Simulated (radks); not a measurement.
Results of a calculation; reference values are marked as such.
Valence configurations of the gadolinium ion Gd2+ (all share [Xe]). Level of theory: Dirac Kohn-Sham, LDA (Slater exchange, Perdew-Wang correlation), spin-unpolarised, spherical densities, finite nucleus; open shells fill j = l - 1/2 first; Fermi nuclear charge, rms radius 5.1569 fm (a radial shooting solver on a logarithmic mesh with Libxc functionals). Energies are relative to 4f7 5d1; eigenvalues in eV.

[
 {"valence": "4f7 5d1", "E (eV)": "0.000", "e(4f5/2)": "-22.922", "e(4f7/2)": "-22.165", "e(5d3/2)": "-15.552", "e(6p1/2)": "-", "e(6s1/2)": "-"},
 {"valence": "4f6 5d1 6p1", "E (eV)": "15.044", "e(4f5/2)": "-33.584", "e(4f7/2)": "-", "e(5d3/2)": "-19.877", "e(6p1/2)": "-13.347", "e(6s1/2)": "-"},
 {"valence": "4f7 6p1", "E (eV)": "4.837", "e(4f5/2)": "-26.650", "e(4f7/2)": "-25.890", "e(5d3/2)": "-", "e(6p1/2)": "-12.858", "e(6s1/2)": "-"},
 {"valence": "4f5 5d1 6s2", "E (eV)": "30.507", "e(4f5/2)": "-43.500", "e(4f7/2)": "-", "e(5d3/2)": "-22.828", "e(6p1/2)": "-", "e(6s1/2)": "-18.985"},
 {"valence": "4f6 5d1 6s1", "E (eV)": "10.651", "e(4f5/2)": "-32.597", "e(4f7/2)": "-", "e(5d3/2)": "-19.091", "e(6p1/2)": "-", "e(6s1/2)": "-17.199"},
 {"valence": "4f6 6s2", "E (eV)": "12.959", "e(4f5/2)": "-35.642", "e(4f7/2)": "-", "e(5d3/2)": "-", "e(6p1/2)": "-", "e(6s1/2)": "-18.369"},
 {"valence": "4f5 5d1 6p2", "E (eV)": "40.213", "e(4f5/2)": "-45.389", "e(4f7/2)": "-", "e(5d3/2)": "-24.347", "e(6p1/2)": "-15.089", "e(6s1/2)": "-"},
 {"valence": "4f5 5d3", "E (eV)": "24.672", "e(4f5/2)": "-37.241", "e(4f7/2)": "-", "e(5d3/2)": "-18.622", "e(6p1/2)": "-", "e(6s1/2)": "-"},
 {"valence": "4f7 6s1", "E (eV)": "0.656", "e(4f5/2)": "-25.641", "e(4f7/2)": "-24.881", "e(5d3/2)": "-", "e(6p1/2)": "-", "e(6s1/2)": "-16.490"},
 {"valence": "4f6 5d2", "E (eV)": "9.125", "e(4f5/2)": "-29.700", "e(4f7/2)": "-", "e(5d3/2)": "-17.111", "e(6p1/2)": "-", "e(6s1/2)": "-"}
]

NIST lists [Xe] 4f7 5d1 as the ground configuration; this level of theory agrees among the configurations tried. The energies are those of spherical spin-averaged densities, not of single terms.
